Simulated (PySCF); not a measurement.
## Sound and unsound settings

Molecule: `C[N+]#CCC(C)(F)F`, [C5H8F2N]+; geometry GFN2-xTB.

Bonds (- single, = double, # triple, : aromatic): C1-N2, N2#C3, C3-C4, C4-C5, C5-C6, C5-F7, C5-F8. C1 carries H9, H10, H11; C4 carries H12, H13; C6 carries H14, H15, H16. Formal charges: N2 +1.

Total charge +1.

All runs: PySCF, non-relativistic, gas phase unless a solvent (IEF-PCM) is named; grid level 2, GIAOs and SCF threshold 1e-9 unless changed. The yardstick, PBE0/pcSseg-1, gives these isotropic shieldings σ (ppm, equivalent atoms averaged): C5 57.7, C6 159.5, C1 162.5, N2 91.7, F7/F8 269.1, H12/H13 28.11, H14/H15/H16 29.43.

(1) What do these inputs give? (1) LDA/pcSseg-1; aux def2-qzvpp-jkfit; (2) solvent tetrahydrofuran; PW91/aug-cc-pVDZ; guess huckel; conv 1e-07; (3) revPBE/def2-SVP

(2) Comment on the technical settings.

## Answers

(1) 
```
run    outcome  functions  wall time    C5     C6     C1     N2  F7/F8  H12/H13  H14/H15/H16
  1  converged        176       18 s  42.9  154.0  160.7   85.2  240.6    27.54        29.00
  2  converged        256       52 s  63.1  168.2  170.3  108.1  273.0    27.71        29.69
  3  converged        152       25 s  62.7  166.6  171.4  113.2  273.6    28.33        29.82
```

Times are on 1 thread of an Intel Xeon Platinum 8488C, shared host.

(2) 
- Run 1: The functional differs from the yardstick's, which in itself moves the values. The other auxiliary basis adds little: it changes only the density-fitting error.
- Run 2: The functional and orbital basis and medium differ from the yardstick's, which in itself moves the values. The starting guess changes the path of the SCF (14 cycles), not the solution, provided the same state is reached.
